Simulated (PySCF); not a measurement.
**SMILES C[S@+]1[SiH2]C[Si@@H]1F, [C$_{2}$H$_{8}$FSSi$_{2}$]+, charge +1**

Geometry:
| atom | x (Å) | y (Å) | z (Å) |
| --- | --- | --- | --- |
| C1 | 2.150 | -0.228 | -0.159 |
| S2 | 0.809 | -0.212 | 1.071 |
| Si3 | -0.894 | -1.436 | 0.090 |
| C4 | -1.857 | 0.216 | -0.138 |
| Si5 | -0.546 | 1.498 | 0.381 |
| F6 | 0.213 | 2.022 | -0.921 |
| H7 | 2.605 | -1.213 | -0.133 |
| H8 | 2.877 | 0.519 | 0.145 |
| H9 | 1.770 | -0.003 | -1.149 |
| H10 | -1.314 | -2.320 | 1.163 |
| H11 | -0.265 | -1.991 | -1.100 |
| H12 | -2.220 | 0.379 | -1.155 |
| H13 | -2.747 | 0.250 | 0.493 |
| H14 | -0.582 | 2.517 | 1.392 |

Total charge +1.

Computed, not measured: TDDFT CAM-B3LYP/def2-SVPD circular dichroism and optical rotation, one conformer, gas phase (PySCF 2.14.0). Geometry: GFN2-xTB.

(1) Draw the ECD and absorption spectra from the lowest 12 states, each a Gaussian of half-width 0.25 eV at 1/e height.

## Answers

(1) 
```csv
E (eV),λ (nm),Δε (L mol⁻¹ cm⁻¹),ε (L mol⁻¹ cm⁻¹)
5.76,215,-0.16,7.95
5.86,212,-0.68,33.6
5.96,208,-2.08,103
6.06,205,-4.62,231
6.16,201,-7.39,382
6.26,198,-8.34,487
6.36,195,-6.04,541
6.46,192,-1.31,646
6.56,189,+3.24,881
6.66,186,+4.73,1200
6.76,183,+1.45,1470
6.86,181,-5.50,1590
6.96,178,-11.97,1470
7.06,176,-13.68,1150
7.16,173,-10.18,809
7.26,171,-4.61,684
7.36,168,+0.40,918
7.46,166,+5.09,1530
7.56,164,+10.72,2510
7.66,162,+15.67,3910
7.76,160,+13.25,5830
7.86,158,-2.14,7950
7.96,156,-23.82,9470
8.06,154,-34.87,9530
8.16,152,-24.73,8140
8.26,150,+2.93,6680
8.36,148,+35.96,6730
8.46,147,+58.25,8320
8.56,145,+56.20,9990
```
Δε uses R in velocity form, ε uses f in length form. Only the states computed contribute, so the short-wavelength end is incomplete.
